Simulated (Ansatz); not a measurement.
Reaction (SMILES): O=[SiH] (O-SiH) → H atom + O atom + Si atom
B3LYP-D3(BJ)/def2-TZVP geometries, fixed; electronic energies without zero-point terms.

Basis-set convergence of the atomisation energy at MP2 with Ansatz (a program for electronic structure). Cartesian d functions, on some or all atoms, in 6-31G*, 6-31+G*, 6-311G**, 6-311+G**; all else is spherical. Cores are frozen. Open shells are unrestricted. No added dispersion term, no relativity. Functions are those of the species that has most. Reference: Hartree-Fock in aug-cc-pV(Q+d)Z plus the correlation part extrapolated as X^-3 from aug-cc-pV(T+d)Z and aug-cc-pV(Q+d)Z, 226.93 kcal/mol, itself unsure by roughly 1.19 kcal/mol (a third of the extrapolation step and of the last Hartree-Fock step).

| basis | functions | atomisation energy (kcal/mol) |
|---|---|---|
| 3-21G | 24 | 140.59 |
| 6-31G | 24 | 144.62 |
| pcseg-0 | 24 | 145.33 |
| def2-SV(P) | 34 | 192.59 |
| 6-31G* | 36 | 195.39 |
| def2-SVP | 37 | 198.58 |
| pcseg-1 | 37 | [?] |
| 6-31+G* | 44 | 198.60 |
| 6-311G** | 51 | 200.03 |
| def2-SVPD | 55 | [?] |
| 6-311+G** | 59 | [?] |
| 6-311++G(2d,2p) | 72 | 210.43 |
| pcseg-2 | 78 | 219.26 |
| cc-pV(T+d)Z | 83 | 216.47 |
| jun-cc-pV(T+d)Z | 101 | 218.01 |
| def2-QZVPP | 157 | 222.79 |
| pcseg-3 | 157 | [?] |
| aug-pcseg-3 | 223 | 224.32 |

### Question
Some entries are withheld; supply them.

### Answer

- pcseg-1, atomisation energy (kcal/mol): 200.31
- def2-SVPD, atomisation energy (kcal/mol): 205.30
- 6-311+G**, atomisation energy (kcal/mol): 202.68
- pcseg-3, atomisation energy (kcal/mol): 224.05
